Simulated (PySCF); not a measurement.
A structure optimised at PBE0-D3(BJ)/def2-SVP, used in a PySCF frequency run:

```
Si
F 1 1.5998
F 1 1.5998 2 108.40
F 1 1.5998 2 108.40 3 117.47
Si 1 2.3139 2 110.52 3 -121.26
F 5 1.5998 1 110.52 2 180.00
F 5 1.5998 6 108.40 1 121.26
F 5 1.5998 6 108.40 7 117.47
```

Question: Write its SMILES, formula and point group.

Answer: F[Si](F)(F)[Si](F)(F)F, F6Si2, D3d

Question: What are its rotational constants (standard atomic weights)?

Answer: 1.9751, 0.93680, 0.93680 GHz
